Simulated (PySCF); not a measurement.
A calculated (UHF, PySCF 2.14, aug-cc-pVDZ, no relativity, point nucleus) atom or ion has these occupied shells.

| shell | electrons | orbital energy (eV) | rms radius, mean of both spins (bohr) |
| --- | --- | --- | --- |
| 1s α | 1 | -4521.6 | 0.0852 |
| 1s β | 1 | -4521.5 | 0.0852 |
| 2s α | 1 | -526.51 | 0.373 |
| 2s β | 1 | -526.02 | 0.373 |
| 2p α | 3 | -433.65 | 0.341 |
| 2p β | 3 | -433.23 | 0.341 |
| 3s α | 1 | -77.657 | 1.16 |
| 3s β | 1 | -75.803 | 1.16 |
| 3p α | 3 | -50.771 | 1.27 |
| 3p β | 3 | -48.723 | 1.27 |
| 3d α | 1 | -16.541 | 1.84 |
| 4s α | 1 | -12.236 | 3.70 |

Question: Name the element and its charge.

Answer: Sc⁺ (scandium, charge +1), in [Ar] 3d1 4s1, high-spin 3D determinant.
